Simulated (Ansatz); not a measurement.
LiAg₆⁺. Total charge 1; singlet. Geometry r2SCAN-D4/def2-SVP, basis def2-TZVP, Ansatz.

```tsv
atom	x (Å)	y (Å)	z (Å)
Li1	-1.604	0.568	1.977
Ag2	-0.980	0.264	-0.836
Ag3	0.226	2.346	0.454
Ag4	0.860	-1.748	-1.498
Ag5	1.653	0.860	-1.603
Ag6	-1.105	-2.036	0.630
Ag7	0.949	-0.253	0.875
```

```csv
run,HOMO (eV),LUMO (eV)
A,-8.88,-6.82
B,-8.42,-7.68
C,-9.21,-6.03
D,-8.45,-7.50
E,-8.50,-7.69
F,-8.90,-6.73
```

In the def2 sets Ag takes a core potential; there is no spin–orbit coupling. Another isomer (singlet) lies 0.59 eV lower at PBE0-D4/def2-TZVP; other spin states weren't run for this one.

**Question.** The runs used BHLYP, BLYP, PBE, PBE0, r2SCAN, r2SCAN0. Estimate which is which.

**Answer.** A PBE0 (25 % exact exchange); B BLYP (0 % exact exchange); C BHLYP (50 % exact exchange); D r2SCAN (0 % exact exchange); E PBE (0 % exact exchange); F r2SCAN0 (25 % exact exchange). Exact exchange lowers occupied and raises empty levels; among semilocal functionals meta-GGAs tend to open the gap a little, and such runs are hard to tell apart. The gap grows from 0.73 eV (BLYP) to 3.18 eV (BHLYP).
